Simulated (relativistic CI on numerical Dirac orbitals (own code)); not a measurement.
**Hyperfine structure of Re29+, mass number 185**

Calculated at this level of theory: Dirac-Coulomb-Breit CI, separate exchange-only KLI orbitals for each configuration, QED by a radiative potential, unscaled Slater integrals (own radial code, finite nucleus).

CI space (outside the closed core [Ar] 3d10): 4s2 4p6 4d10, 4s2 4p6 4d9 4f, 4s2 4p5 4d10 4f, 4s 4p6 4d10 4f, 4s2 4p6 4d9 5s, 4s2 4p6 4d9 5p, 4s2 4p6 4d9 5d, 4s2 4p5 4d10 5s, 4p6 4d10 4f2, 4p6 4d9 4f3, 4p5 4d10 4f3, 4p6 4d9 4f2 5s, 4p6 4d9 4f2 5p, 4p6 4d9 4f2 5d. Double excitations out of closed p, d and f shells are left out; levels of such configurations are missing from the list, as are those of other unlisted configurations, and high levels can miss mixing partners. These lack a partner that the ground configuration has and come out too high: 4s2 4p5 4d10 5s.

Nuclear spin I = 5/2, μ = 3.176 μN, Q = 2.07 b (tables of Stone and Pyykkö). The electronic factors are computed for point nuclear moments, without core polarisation or the Bohr-Weisskopf and QED corrections.

```csv
Level,E (eV),A (MHz),B (MHz)
4s2 4p6 4d9 4f 3P°_1,197.202,4559,5780
4s2 4p6 4d9 4f 3P°_2,201.562,5240,9010
4s2 4p6 4d9 4f 3H°_5,202.090,9220,-31500
4s2 4p6 4d9 4f 3H°_6,204.303,7055,-30700
4s2 4p6 4d9 4f 3F°_3,205.187,8545,2630
4s2 4p6 4d9 4f 3F°_4,209.195,6474,13400
4s2 4p6 4d9 4f 3G°_5,211.032,6908,-9530
4s2 4p6 4d9 4f 3D°_1,212.979,-5490,3720
```

Levels with J = 0, under 50 % of one LS term, or S terms without an open s electron are left out. Small factors come from cancelling terms and can be off by tens of per cent or more.

At this charge energies of transitions that change n are usually good to better than 1 %, and those within a shell (Δn = 0) to a few per cent.

(1) Give the hyperfine levels of 4s2 4p6 4d9 4f 3P°_1 relative to its centre of gravity.

## Answers

(1) With K = F(F + 1) − I(I + 1) − J(J + 1), E = AK/2 + B[¾K(K + 1) − I(I + 1)J(J + 1)]/[2I(2I − 1)J(2J − 1)]: F = 3/2: -11910, F = 5/2: -9182, F = 7/2: 12840 MHz.

LS names give the leading component of a level, which can be under half, so a name can repeat, a term be missing and a line seem to break the LS rules.
